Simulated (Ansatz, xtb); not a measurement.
**Relative energy of two structures of AlFH2PSi+**

Structure I is a singlet given by its coordinates and structure II is a singlet given by its coordinates. Both are isolated ions in the gas phase, relaxed with B3LYP-D3(BJ)/def2-SVP.

I (Å):

| atom | x (Å) | y (Å) | z (Å) |
| --- | --- | --- | --- |
| Al | -3.1566 | -0.5085 | 1.8359 |
| F | -3.3022 | -1.6173 | 3.0227 |
| P | -3.0251 | 1.0471 | 0.2545 |
| Si | -1.4071 | 0.0491 | -0.6910 |
| H | -0.8563 | 0.6841 | -1.9081 |
| H | -0.7496 | -1.2181 | -0.2832 |

Close contacts (Å): Al1–F2 1.63, Al1–P3 2.22, P3–Si4 2.12, Si4–H5 1.48, Si4–H6 1.48.

II (Å):

| atom | x (Å) | y (Å) | z (Å) |
| --- | --- | --- | --- |
| Al | 0.7727 | 0.6310 | -0.4534 |
| F | -0.2101 | 0.5335 | -1.9793 |
| P | -1.1085 | -0.2004 | 0.5376 |
| Si | -1.5144 | -0.8386 | -1.5858 |
| H | -0.9554 | -1.3182 | 1.3967 |
| H | 2.2243 | 1.1787 | -0.5009 |

Close contacts (Å): Al1–F2 1.82, Al1–P3 2.28, Al1–Si4 2.94, F2–Si4 1.93, P3–Si4 2.25, Al1–H6 1.55, P3–H5 1.42.

Energies in hartree; the thermal terms are from B3LYP-D3(BJ)/def2-SVP harmonic frequencies (ideal gas, rigid rotor, one conformer each, 298.15 K, 1 atm) and include the zero-point energy:

|  | I | II |
| --- | --- | --- |
| E, CCSD(T)/def2-TZVP | −972.673764 | −972.663212 |
| zero-point energy | 0.021227 | 0.019885 |
| H(298 K) − E | 0.028363 | 0.026831 |
| G(298 K) − E | −0.009848 | −0.009821 |

Task: Work out ΔE, ΔE₀, ΔH and ΔG for I → II in kJ/mol (1 Eh = 2625.50 kJ/mol) and the equilibrium ratio [II]/[I].

Result: 1. ΔE = −972.663212 − (−972.673764) = +0.010552 Eh = +27.70 kJ/mol.
2. ΔE₀ = ΔE + ΔZPE = +0.010552 + (−0.001342) Eh = +24.18 kJ/mol.
3. ΔH = ΔE + (−0.001532) Eh = +23.68 kJ/mol.
4. ΔG = ΔE + (+0.000027) Eh = +27.78 kJ/mol, so ΔS = (ΔH − ΔG)/T = −13.7 J/(mol K).
5. kT = 0.9442 mEh, so K = [II]/[I] = exp(−ΔG/kT) = exp(−11.20) ≈ 1.4 × 10^−5.

Structure I is favoured at this temperature. An error of 4 kJ/mol in ΔG would change K by a factor of 5. B3LYP-D3(BJ)/def2-SVP found them nearly level. Mirror images and further conformers aren't counted.

Other levels gave ΔE = +0.7 (B3LYP-D3(BJ)/def2-SVP); +24.3 (HF/def2-TZVP); +44.4 (MP2/def2-TZVP) kJ/mol. The correlated steps freeze 16 core orbitals. Programs: Ansatz 0.2.0.
